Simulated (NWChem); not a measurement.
# CH₄BeOS; SMILES C[O][Be][SH]

```xyz
8

Be     0.0308    -0.1448     0.0704
O      0.0240     1.2450     0.0282
C      0.0130     2.6182    -0.0031
H      0.0757     3.0419     1.0149
H      0.8658     3.0104    -0.5847
H     -0.9135     2.9978    -0.4688
S      0.0715    -2.0544     0.1350
H     -1.2376    -2.1621    -0.1890
```
Atoms are numbered in this order, from 1.

Geometry: optimised at PBE0/def2-SVP.

Give the principal values of the shielding tensors (ppm) of Be1, O2, C3, S7 from KT2/pcSseg-1, GIAO (NWChem), with their diamagnetic and paramagnetic parts as GIAO splits them.


| atom | σ11 | σ22 | σ33 | isotropic | diamagnetic | paramagnetic |
|---|---|---|---|---|---|---|
| Be1 | 73.4 | 78.2 | 162.5 | 104.7 | 151.0 | -46.3 |
| O2 | 246.7 | 278.4 | 368.2 | 297.8 | 397.7 | -99.9 |
| C3 | 98.7 | 99.0 | 184.4 | 127.4 | 247.7 | -120.3 |
| S7 | 757.9 | 789.4 | 929.6 | 825.6 | 1059.7 | -234.1 |
